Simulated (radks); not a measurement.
Initial-state core-level shifts of the thallium ion Tl2+ when its valence configuration changes from [Xe] 4f14 5d10 6s1. Calculated with a radial shooting solver on a logarithmic mesh with Libxc functionals: Dirac Kohn-Sham, PBE, spin-unpolarised, spherical densities, finite nucleus; open shells are shared between the two j in proportion to 2j + 1; Fermi nuclear charge, rms radius 5.4759 fm. Shifts are changes of the shell-averaged eigenvalues in eV (positive: less bound); the change of the density at the nucleus, which sets a Mossbauer isomer shift, is in e/bohr^3, on a base of 2.523e+06.

valence,3s,3d,4p,5s,density at nucleus
4f14 5d9 6s1 6p1,-6.158,-6.178,-6.091,-5.767,+50.9
4f14 5d9 6s2,-4.431,-4.453,-4.361,-4.050,+305.3
4f14 5d10 6p1,-1.738,-1.735,-1.743,-1.740,-245.7
4f13.5 5d10 6s1.5,-10.701,-10.610,-9.000,-4.298,+248.2
4f13 5d10 6s2,-21.679,-21.498,-18.175,-8.667,+511.3
4f13.5 5d10 6s1 6p0.5,-11.579,-11.487,-9.880,-5.175,+123.6
4f14 5d9.5 6s1 6p0.5,-3.065,-3.075,-3.034,-2.883,+24.8
4f14 5d8 6s1 6p2,-12.417,-12.461,-12.260,-11.529,+106.5
4f14 5d9.5 6s1.5,-2.192,-2.203,-2.159,-2.011,+148.0
